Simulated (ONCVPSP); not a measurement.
# Reading a pseudo-wave (Zn)

Columns: radius, all-electron u(r) and pseudo u(r) of the 3p shell (level -83.40 eV) of zinc in the configuration [Ne] 3s2 3p6 3d10 4s2; PBE, scalar-relativistic, ONCV scheme, ONCVPSP 4.0.1.

| r (bohr) | all-electron | pseudo |
| --- | --- | --- |
| 0.068 | -0.4995 | 0.0486 |
| 0.135 | -0.6574 | 0.1824 |
| 0.202 | -0.3404 | 0.3785 |
| 0.270 | 0.1512 | 0.6077 |
| 0.338 | 0.6080 | 0.8323 |
| 0.405 | 0.9437 | 1.0198 |
| 0.473 | 1.1563 | 1.1568 |
| 0.540 | 1.2563 | 1.2314 |
| 0.608 | 1.2753 | 1.2493 |
| 0.675 | 1.2378 | 1.2194 |
| 0.742 | 1.1657 | 1.1551 |
| 0.810 | 1.0728 | 1.0678 |
| 0.878 | 0.9714 | 0.9694 |
| 0.945 | 0.8703 | 0.8697 |
| 1.013 | 0.7712 | 0.7710 |
| 1.080 | 0.6797 | 0.6795 |
| 1.148 | 0.5944 | 0.5943 |
| 1.215 | 0.5185 | 0.5184 |
| 1.283 | 0.4496 | 0.4495 |
| 1.350 | 0.3895 | 0.3894 |
| 1.418 | 0.3358 | 0.3357 |
| 1.485 | 0.2895 | 0.2895 |
| 1.553 | 0.2486 | 0.2486 |
| 1.620 | 0.2137 | 0.2136 |
| 1.688 | 0.1829 | 0.1829 |
| 1.755 | 0.1568 | 0.1568 |

(1) How many radial nodes do the two functions have?

(2) At about which radius was the pseudo-wave matched?

(3) Is the pseudo-wave norm-conserving?

Results:

(1) The all-electron 3p function has n − l − 1 = 1; the pseudo-wave has 0, since the states of the same l below it are removed with the core.

(2) 1.10 bohr. The columns agree to 0.0005 from 1.01 bohr on; several derivatives are matched, so the curves merge somewhat inside the radius.

(3) Yes: the ONCV scheme keeps the norm inside the radius equal to the all-electron one, which fixes the energy derivative of the logarithmic derivative at the level.
